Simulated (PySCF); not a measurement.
C$_{2}$H$_{7}$Al (SMILES [CH3][AlH][CH3]), singlet, at a GFN2-xTB geometry (such geometries of metal compounds can be far from the true shape); CAMB3LYP/6-31+G*, polarisability by finite fields in PySCF.

Input for PySCF:
```python
from pyscf import gto, scf, dft

mol = gto.M(
    atom='''
Al    0.352603   -0.097117   -0.294787
C    -0.557662   -1.672078    0.511675
H    -0.151830   -2.606717    0.104475
H    -1.637825   -1.692500    0.324653
H    -0.440808   -1.731124    1.600200
C    -0.033836    1.834994   -0.017164
H     0.691372    2.458112   -0.555549
H     0.011645    2.140398    1.034885
H    -1.026192    2.135179   -0.373741
H     1.518786   -0.418319   -1.269753
''',
    basis='6-31+g*',
    charge=0,
    spin=0,
    verbose=4,
)

mf = dft.RKS(mol)
mf.xc = 'camb3lyp'
mf.conv_tol = 1e-6
mf.kernel()
h0, z, done = mf.get_hcore(), mol.intor('int1e_r')[2], []
def energy(F):
    f = mf.copy()
    f.scf_summary = {}
    f.get_hcore = lambda *a: h0 + F * z
    e = f.kernel(mf.make_rdm1())
    done.append(f.converged)
    return e
F = 2e-4
alpha = -(energy(F) + energy(-F) - 2 * mf.e_tot) / F**2
print('alpha_zz =', alpha)
```

What the program printed (banner, timings and long lists left out):

```
PySCF version 2.14.0

[INPUT] verbose = 4
[INPUT] num. atoms = 10
[INPUT] num. electrons = 32
[INPUT] charge = 0
[INPUT] spin (= nelec alpha-beta = 2S) = 0
[INPUT] symmetry False subgroup None
[INPUT] Mole.unit = angstrom
[INPUT] Symbol           X                Y                Z      unit          X                Y                Z       unit  Magmom
[INPUT]  1 Al     0.352603000000  -0.097117000000  -0.294787000000 AA    0.666323100700  -0.183524532039  -0.557066695082 Bohr   0.0
[INPUT]  2 C     -0.557662000000  -1.672078000000   0.511675000000 AA   -1.053828450077  -3.159769478910   0.966925614787 Bohr   0.0
[INPUT]  3 H     -0.151830000000  -2.606717000000   0.104475000000 AA   -0.286917117493  -4.925981214248   0.197429136864 Bohr   0.0
[INPUT]  4 H     -1.637825000000  -1.692500000000   0.324653000000 AA   -3.095040689966  -3.198361465826   0.613505255518 Bohr   0.0
[INPUT]  5 H     -0.440808000000  -1.731124000000   1.600200000000 AA   -0.833006393517  -3.271350247662   3.023939744529 Bohr   0.0
[INPUT]  6 C     -0.033836000000   1.834994000000  -0.017164000000 AA   -0.063940773151   3.467636100220  -0.032435259202 Bohr   0.0
[INPUT]  7 H      0.691372000000   2.458112000000  -0.555549000000 AA    1.306503730193   4.645158463507  -1.049835458776 Bohr   0.0
[INPUT]  8 H      0.011645000000   2.140398000000   1.034885000000 AA    0.022005860721   4.044766017567   1.955649220421 Bohr   0.0
[INPUT]  9 H     -1.026192000000   2.135179000000  -0.373741000000 AA   -1.939221831220   4.034903536923  -0.706268131521 Bohr   0.0
[INPUT] 10 H      1.518786000000  -0.418319000000  -1.269753000000 AA    2.870089581824  -0.790508342702  -2.399485415845 Bohr   0.0

nuclear repulsion = 94.9495901215343
number of shells = 40
number of NR pGTOs = 145
number of NR cGTOs = 72
basis = 6-31+g*
ecp = {}

******** <class 'pyscf.dft.rks.RKS'> ********
method = RKS
initial guess = minao
damping factor = 0
level_shift factor = 0
DIIS = <class 'pyscf.scf.diis.CDIIS'>
diis_start_cycle = 1
diis_space = 8
diis_damp = 0
SCF conv_tol = 1e-06
SCF conv_tol_grad = None
SCF max_cycles = 50
direct_scf = True
direct_scf_tol = 1e-13
XC library pyscf.dft.libxc version 7.1.2
    S. Lehtola, C. Steigemann, M. J. T. Oliveira, and M. A. L. Marques,  SoftwareX 7, 1–5 (2018)
XC functionals = camb3lyp
    T. Yanai, D. P. Tew, and N. C. Handy,  Chem. Phys. Lett. 393, 51 (2004)
radial grids:
    Treutler-Ahlrichs [JCP 102, 346 (1995); DOI:10.1063/1.469408] (M4) radial grids

becke partition: Becke, JCP 88, 2547 (1988); DOI:10.1063/1.454033
pruning grids: <function nwchem_prune>
grids dens level: 3
symmetrized grids: False
atomic radii adjust function: <function treutler_atomic_radii_adjust>
small_rho_cutoff = 0
Set gradient conv threshold to 0.001
Initial guess from minao.
tot grids = 116072
init E= -322.593165707927
  HOMO = -0.327058956725985  LUMO = -0.0423393418104729  gap/eV = 7.74762
cycle= 1 E= -322.740997893646  delta_E= -0.148  |g|= 0.391  |ddm|= 2.42
  HOMO = -0.282633496027382  LUMO = 7.93519637687368e-05  gap/eV = 7.69301
cycle= 2 E= -322.75129218771  delta_E= -0.0103  |g|= 0.342  |ddm|= 0.593
  HOMO = -0.339276429375234  LUMO = -0.00602831863041819  gap/eV = 9.06814
cycle= 3 E= -322.782730692659  delta_E= -0.0314  |g|= 0.017  |ddm|= 0.269
  HOMO = -0.336226358106552  LUMO = -0.00419935205433264  gap/eV = 9.03492
cycle= 4 E= -322.782861463557  delta_E= -0.000131  |g|= 0.00275  |ddm|= 0.0346
  HOMO = -0.336995880223072  LUMO = -0.00455793242489877  gap/eV = 9.04610
cycle= 5 E= -322.782865211035  delta_E= -3.75e-06  |g|= 0.000496  |ddm|= 0.00788
  HOMO = -0.336951241994344  LUMO = -0.00450119616749456  gap/eV = 9.04643
cycle= 6 E= -322.782865344825  delta_E= -1.34e-07  |g|= 9.86e-05  |ddm|= 0.0017
  HOMO = -0.336968192978913  LUMO = -0.00451469827278483  gap/eV = 9.04652
Extra cycle  E= -322.782865350726  delta_E= -5.9e-09  |g|= 2.94e-05  |ddm|= 0.000417
converged SCF energy = -322.782865350726

******** <class 'pyscf.dft.rks.RKS'> ********
method = RKS
initial guess = minao
damping factor = 0
level_shift factor = 0
DIIS = <class 'pyscf.scf.diis.CDIIS'>
diis_start_cycle = 1
diis_space = 8
diis_damp = 0
SCF conv_tol = 1e-06
SCF conv_tol_grad = None
SCF max_cycles = 50
direct_scf = True
direct_scf_tol = 1e-13
XC library pyscf.dft.libxc version 7.1.2
    S. Lehtola, C. Steigemann, M. J. T. Oliveira, and M. A. L. Marques,  SoftwareX 7, 1–5 (2018)
XC functionals = camb3lyp
    T. Yanai, D. P. Tew, and N. C. Handy,  Chem. Phys. Lett. 393, 51 (2004)
radial grids:
    Treutler-Ahlrichs [JCP 102, 346 (1995); DOI:10.1063/1.469408] (M4) radial grids

becke partition: Becke, JCP 88, 2547 (1988); DOI:10.1063/1.454033
pruning grids: <function nwchem_prune>
grids dens level: 3
symmetrized grids: False
atomic radii adjust function: <function treutler_atomic_radii_adjust>
small_rho_cutoff = 0
Overwritten attributes  get_hcore  of <class 'pyscf.dft.rks.RKS'>
Set gradient conv threshold to 0.001
init E= -322.782901431398
  HOMO = -0.336912914224808  LUMO = -0.00467631838743632  gap/eV = 9.04062
cycle= 1 E= -322.782902234086  delta_E= -8.03e-07  |g|= 0.000406  |ddm|= 0.00594
  HOMO = -0.336935392241626  LUMO = -0.00464369166893341  gap/eV = 9.04212
Extra cycle  E= -322.782902286694  delta_E= -5.26e-08  |g|= 0.00016  |ddm|= 0.000885
converged SCF energy = -322.782902286694

******** <class 'pyscf.dft.rks.RKS'> ********
method = RKS
initial guess = minao
damping factor = 0
level_shift factor = 0
DIIS = <class 'pyscf.scf.diis.CDIIS'>
diis_start_cycle = 1
diis_space = 8
diis_damp = 0
SCF conv_tol = 1e-06
SCF conv_tol_grad = None
SCF max_cycles = 50
direct_scf = True
direct_scf_tol = 1e-13
XC library pyscf.dft.libxc version 7.1.2
    S. Lehtola, C. Steigemann, M. J. T. Oliveira, and M. A. L. Marques,  SoftwareX 7, 1–5 (2018)
XC functionals = camb3lyp
    T. Yanai, D. P. Tew, and N. C. Handy,  Chem. Phys. Lett. 393, 51 (2004)
radial grids:
    Treutler-Ahlrichs [JCP 102, 346 (1995); DOI:10.1063/1.469408] (M4) radial grids

becke partition: Becke, JCP 88, 2547 (1988); DOI:10.1063/1.454033
pruning grids: <function nwchem_prune>
grids dens level: 3
symmetrized grids: False
atomic radii adjust function: <function treutler_atomic_radii_adjust>
small_rho_cutoff = 0
Set gradient conv threshold to 0.001
init E= -322.782829270056
  HOMO = -0.337005462072147  LUMO = -0.00435272341569126  gap/eV = 9.05194
cycle= 1 E= -322.782830066051  delta_E= -7.96e-07  |g|= 0.000404  |ddm|= 0.00588
  HOMO = -0.336992360763837  LUMO = -0.00438599877928914  gap/eV = 9.05068
Extra cycle  E= -322.782830117899  delta_E= -5.18e-08  |g|= 0.000158  |ddm|= 0.000884
converged SCF energy = -322.782830117899
alpha_zz = 42.5785202651241
```
